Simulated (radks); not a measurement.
The helium ion He+, 1 electrons, occupied as 1s1.

All-electron calculation, non-relativistic Kohn-Sham, PBE, spin-polarised, spherical densities, point nucleus; open shells are filled with parallel spins first. Program: a radial shooting solver on a logarithmic mesh with Libxc functionals.

Energy parts (eV):
part                    energy
total                  -54.253
kinetic                 54.093
electron-nucleus      -108.496
Hartree                 16.844
exchange-correlation   -16.693

Orbitals (lengths in bohr, moments of r in powers of bohr; r(max) is where P^2 peaks):
orbital	occ.	eigenvalue (eV)	<r^4>	r(max)
1s up	1	-42.0386	1.576	0.4957

The highest occupied level is 1s up at -42.039 eV. Spin moment in Bohr magnetons: 1. The electron density at the nucleus is 2.592 e/bohr^3. Virial ratio -V/T = 2.00297. The spin density at the nucleus is 2.592 e/bohr^3 (1s 2.592), a Fermi contact field of 136 T.
